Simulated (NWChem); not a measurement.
System: GaHF$_{2}$; SMILES [F][GaH][F]

All runs: NWChem. The level has its own optimisation; frequencies are unscaled.

Question: What does the run give for BLYP/def2-SVP? Quantities: r Ga–H (Å); r F–Ga (Å); highest harmonic frequency (cm⁻¹); lowest (cm⁻¹); zero-point energy (kcal/mol); dipole (D).

Answer: 
* **r Ga–H (Å)**: 1.554
* **r F–Ga (Å)**: 1.766
* **highest harmonic frequency (cm⁻¹)**: 1991
* **lowest (cm⁻¹)**: 200
* **zero-point energy (kcal/mol)**: 6.5
* **dipole (D)**: 2.25
